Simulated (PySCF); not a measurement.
## Relaxation of singlet PtOF₂

All numbers come from PBE0 in PySCF with Pt def2-SVP with ECP60, O def2-SVP, F def2-SVP; scalar-relativistic core potentials, no spin–orbit coupling; density-fitted integrals. A (50,194) grid was used.

A hand-made trigonal planar start, of C2v symmetry, held to at least that symmetry:

```xyz
4
charge 0 multiplicity 1, angstrom
Pt   -0.0171   -0.0296    0.0000
O    -0.8621   -1.4931    0.0000
F     1.8530   -0.0296    0.0000
F    -0.9520    1.5899    0.0000
```

Optimiser trace:
```json
{"step": "0", "E − E(last) (kJ/mol)": "5.10", "largest gradient (Eh/bohr)": "0.02611"}
{"step": "1", "E − E(last) (kJ/mol)": "2.38", "largest gradient (Eh/bohr)": "0.00810"}
{"step": "2", "E − E(last) (kJ/mol)": "0.82", "largest gradient (Eh/bohr)": "0.00368"}
{"step": "3", "E − E(last) (kJ/mol)": "0.04", "largest gradient (Eh/bohr)": "0.00251"}
{"step": "4", "E − E(last) (kJ/mol)": "0.00", "largest gradient (Eh/bohr)": "0.00073"}
{"step": "5", "E − E(last) (kJ/mol)": "0.00", "largest gradient (Eh/bohr)": "0.00006"}
```

It ends at C2v with Pt–F 1.856 Å (×2), Pt–O 1.708 Å; F–Pt–F 131.1°, F–Pt–O 114.4° (×2) (after a last refinement on a finer grid). No frequency check is given, so it may be a saddle point. Other isomers or separated fragments may lie lower.

Final geometry:
```xyz
4
charge 0 multiplicity 1, angstrom
Pt   -0.0069   -0.0119    0.0000
O    -0.8608   -1.4910    0.0000
F     1.8406   -0.1915    0.0000
F    -1.0861    1.4983    0.0000
```

Stability towards spin polarisation was not tested. At this level a triplet minimum of C2v symmetry lies 40 kJ/mol below this structure. With an element this heavy the missing spin–orbit coupling can shift these numbers.

The relaxation took of the order of 17 core-seconds on a shared host.
